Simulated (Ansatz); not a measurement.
The same path of H3SSn (5 atoms, charge 0, multiplicity 2) was run twice with different band settings. The coordinate that changes most is the dihedral H3–S1–Sn2–H5.

The calculation used UKS B3LYP-D4/def2-SVP (Ansatz).

Relaxed end points:

```xyz
5
Properties=species:S:1:pos:R:3
S 1.081 -0.854 0.985
Sn -0.026 0.400 -0.827
H 0.270 -1.932 0.863
H -1.748 0.272 -0.553
H 0.472 2.039 -0.509
```

```xyz
5
Properties=species:S:1:pos:R:3
S 0.112 -1.419 0.918
Sn -0.242 0.273 -0.842
H 1.455 -1.244 0.949
H -1.942 0.625 -0.691
H 0.668 1.692 -0.375
```

Common settings: spring 5.0 eV/Å²; optimiser quadratic models (default); start path through a guess of the saddle point; force threshold 0.03 eV/Å; end points relaxed.

| run | movable images | climbing image | iteration limit |
| --- | --- | --- | --- |
| 1 | 9 | yes | 57 |
| 2 | 8 | no | 60 |

Problem. What does each run give, and how far can it be trusted?

Solution. Run 1: converged after 7 iterations, highest image 0.120 eV above the first end. A vibrational analysis at the climbing image gives one clearly imaginary mode, 281i cm⁻¹: a first-order saddle point.
Run 2: converged after 7 iterations, highest image 0.115 eV above the first end. No image climbed, so the highest image needn't sit at the top of the path.
